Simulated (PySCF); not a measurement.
Level of theory: TPSSh-D3(BJ)/def2-TZVP // BP86-D3(BJ)/def2-SVP (PySCF 2.14.0). All species are isolated molecules in the gas phase. One relaxed conformer stands for a flexible species; it need not be the lowest. 

Reference species: [Ti(OH)4] (neutral, multiplicity 1).

```json
{
 "mean_distance_from_the_central_atom_to_its_bonded_neighbours": "1.810 Å",
 "HOMO–LUMO gap": "6.26 eV",
 "HOMO": "-8.07 eV",
 "LUMO": "-1.81 eV"
}
```

After one change: the mean distance from the central atom to its bonded neighbours rises by 0.003 Å; the HOMO–LUMO gap falls by 0.68 eV; the HOMO rises by 0.17 eV; the LUMO decreases by 0.51 eV.

Task: Name the change that produced these shifts. The new species is one of these.
A) [Cr(=O)2(OH)2]
B) [V(=O)(OH)3]
C) [Nb(=O)(OH)3]
D) [W(=O)2(OH)2]

Result: D, [W(=O)2(OH)2]
